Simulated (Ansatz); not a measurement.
`F[SiH](S)[GaH2]` → `[SH][GaH2]` + `F[SiH]` at 600 K and 1 bar (silylene formation by 1,1-elimination).

Calculated with Ansatz (gas phase, PBE0-D4/def2-TZVP geometries, no zero-point term in ΔE). CCSD(T)/CBS adds triple-zeta CCSD(T) − MP2 to the extrapolated MP2 energy (def2 sets, frozen cores). This one scheme is used for every species. For Ga outer-core shells are correlated without core-valence functions, which leaves a few kJ/mol of doubt a bond. Scalar relativity is left out up to krypton. One conformer a species, not always the lowest.

```
          species  CCSD(T)/CBS energy (Eh)  H − E (kJ/mol)  S (J/(mol·K))
`F[SiH](S)[GaH2]`              -2713.06708           152.8          454.9
     `[SH][GaH2]`              -2323.53734            95.0          327.9
         `F[SiH]`               -389.46371            45.2          268.7
```

H − E and S are ideal-gas, rigid-rotor, harmonic terms from PBE0-D4/def2-TZVP, for one conformer and one mirror image of each species. 1 Eh = 2625.50 kJ/mol, R = 8.31446 J/(mol·K).

Task: By hand: ΔE, ΔH, ΔS and ΔG.

Result: ΔE = (-2323.53734) + (-389.46371) − (-2713.06708) = 0.06603 Eh = 173.4 kJ/mol. Δ(H − E) = 95.0 + 45.2 − 152.8 = -12.6, so ΔH = 160.8 kJ/mol. ΔS = 327.9 + 268.7 − 454.9 = 141.7 J/(mol·K). ΔG = 160.8 − 600 × (141.7)/1000 = 75.8 kJ/mol.

Task: By hand: the equilibrium constant, and the temperature at which ΔG would vanish if ΔH and ΔS stayed fixed.

Result: log₁₀ K = −ΔG/(RT ln 10) = -6.6. ΔG = 0 at ΔH/ΔS = 1135 K.

The number of gas molecules changes by +1, which sets the sign of ΔS. A doubt of 5 kJ/mol in ΔE shifts log₁₀ K by 0.4 here. Other conformers and mirror images would add mixing entropy, several J/(mol·K) or more a flexible species. These are equilibria of isolated gas molecules and say nothing of rates. Largest T1 diagnostic: 0.015 (customary marks: 0.02 for closed shells, 0.045 for open ones).
